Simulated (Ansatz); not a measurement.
Consider the redistribution: `NB(F)Cl` + `O[CH2][ZnH]` → `NB(O)F` + `Cl[CH2][ZnH]`.

Isolated molecules relaxed with PBE0-D4/def2-TZVP in Ansatz; ΔE leaves out vibrations. CCSD(T)/CBS adds triple-zeta CCSD(T) − MP2 to the extrapolated MP2 energy (def2 sets, frozen cores). For Zn outer-core shells are correlated without core-valence functions, which leaves a few kJ/mol of doubt a bond. Scalar relativity is left out up to krypton. Each species was taken in one conformer, which may not be the lowest.

| species | CCSD(T)/CBS(def2) energy (Eh) |
| --- | --- |
| `NB(F)Cl` | -640.42619 |
| `O[CH2][ZnH]` | -1893.96502 |
| `NB(O)F` | -256.43442 |
| `Cl[CH2][ZnH]` | -2277.98947 |

Work out ΔE.

ΔE = (-256.43442) + (-2277.98947) − (-640.42619) − (-1893.96502) = -0.03268 Eh = -0.89 eV.

Largest T1 diagnostic among the species: 0.014.

From BLYP to BHLYP (50 % exact exchange), in def2-TZVPP and without D4, ΔE moves by −0.14 eV. At CCSD(T), def2-SVP lies +0.13 eV from the extrapolated value and def2-TZVPP +0.03 eV.
